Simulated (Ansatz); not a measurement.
Geometry optimisation, RKS B3LYP-D4/def2-SVP (Ansatz 0.2.0).

input.yaml

```yaml
crystal:
  periodic: [false, false, false]
  atoms:
    - { symbol: Si, position_ang: [0.0, 0.0, 0.0] }
    - { symbol: H, position_ang: [0.0, 0.0, 1.46] }
    - { symbol: F, position_ang: [1.4994, 0.0, -0.5295] }
    - { symbol: F, position_ang: [-0.7489, 1.2974, -0.5295] }
    - { symbol: Cl, position_ang: [-1.0032, -1.7381, -0.7093] }
basis:
  gaussian: { orbitals: def2-SVP }
hamiltonian:
  xc: b3lyp
  dispersion: d4
relax:
  f_tol: 0.02
  max_steps: 40
```

Launched with:

```bash
$ ansatz run input.yaml --threads 1 --pin off --max-ram 2048MiB --backend cpu --events-out ev --progress --plain --runs-dir out
```

Question: Where does it end, and by what steps?

Answer: It converged. After 5 steps the energy has fallen by 0.085 eV; Cl5 moved furthest, 0.06 Å.

```csv
step,energy less start (eV),largest force component (eV/Å),accepted
0,0.0000,1.679,yes
1,-0.0732,0.728,yes
2,-0.0837,0.144,yes
3,-0.0848,0.050,yes
4,-0.0851,0.028,yes
5,-0.0852,0.001,yes
```

```xyz
5
Properties=species:S:1:pos:R:3
Si -0.017 -0.029 0.015
H 0.000 0.000 1.483
F 1.489 -0.012 -0.549
F -0.754 1.283 -0.549
Cl -0.971 -1.682 -0.707
```

Whether the end is a true minimum wasn't checked by a vibrational analysis.

Time of the run: 7.4 s on 1 thread of Intel(R) Xeon(R) 6975P-C (Granite Rapids), on a shared host, peak memory 0.15 GiB.
